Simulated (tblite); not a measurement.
BBrGeH₄O.
Geometry (GFN2-xTB, Å), atoms numbered from 1 in this order:
```xyz
8
BBrGeH4O angstrom
Ge    -1.2784    0.2862    0.1612
O      0.2406   -0.0433    1.0121
B      1.4940   -0.3274    0.7648
Br     2.1186   -0.4689   -1.0153
H     -2.0685   -0.9587    0.4138
H     -0.9902    0.5348   -1.2886
H     -1.7634    1.4862    0.9083
H      2.2563   -0.4995    1.6409
```

Level: GFN2-xTB in tblite, geometry and Hessian alike; calculated harmonic values, unscaled, isolated species. This tight-binding method is rough: wavenumbers can miss measured ones by several per cent, in bad cases by 10 to 20. Modes of hydrogen on boron and germanium can be 10 to 20 % off. One conformer, not necessarily the lowest.

Harmonic wavenumbers (cm⁻¹): 29.6, 75.1, 198.5, 352.3, 441.3, 591.3, 607.3, 651.8, 711.2, 746.8, 784.9, 789.0, 1072.4, 1323.4, 1966.8, 2051.5, 2073.7, 2605.5.

A = 9221, B = 925.3, C = 849.9 MHz; mass 183.875 u (most abundant isotopes); point group C1, symmetry number 1.

Question: Zero-point energy?

Answer: ½Σν̃ = 8536 cm⁻¹ = 24.41 kcal/mol.

Question: Give the ideal-gas entropy at 200 K and 1 bar in the rigid-rotor, harmonic-oscillator model (classical rotation).

Answer: Translation 39.58, rotation 26.99, vibration 11.32: S = 77.9 cal/(mol K).

Question: And Cp and H(200 K) − H(0)?

Answer: Cp = 18.18 cal/(mol K), of which vibrations give 10.23 (their classical limit is 18 R = 35.8); H(200 K) − H(0) = 2.67 kcal/mol without the zero-point energy, 1.08 from vibrations.

Question: How do the functions run with temperature in this model?

Answer: 
| T (K) | S (cal/(mol K)) | Cp (cal/(mol K)) | H − H(0) (kcal/mol) | G − H(0) (kcal/mol) | ln q(vib) |
| --- | --- | --- | --- | --- | --- |
| 50 | 58.8 | 11.4 | 0.49 | -2.45 | 0.68 |
| 100 | 67.3 | 13.3 | 1.11 | -5.62 | 1.54 |
| 298.15 | 86.1 | 23.1 | 4.70 | -20.97 | 4.29 |
| 373.15 | 91.6 | 26.0 | 6.55 | -27.63 | 5.27 |
| 500 | 99.8 | 29.7 | 10.09 | -39.78 | 6.88 |
| 750 | 112.8 | 34.5 | 18.18 | -66.42 | 9.78 |
| 1000 | 123.2 | 37.4 | 27.20 | -95.96 | 12.35 |

q(vib) and H(0) count from the zero-point level.

Question: Which modes carry the vibrational entropy at 200 K?

Answer: 29.6 cm⁻¹: 5.06; 75.1 cm⁻¹: 3.23; 198.5 cm⁻¹: 1.44; 352.3 cm⁻¹: 0.60; 441.3 cm⁻¹: 0.36; 591.3 cm⁻¹: 0.15 cal/(mol K); the other 12 give 0.48 together.

Hindered rotation and anharmonicity are outside this model. Other conformers, if any are populated, would add a mixing term that is left out. The structure is chiral; the term R ln 2 for an equal mix with its mirror image is left out.
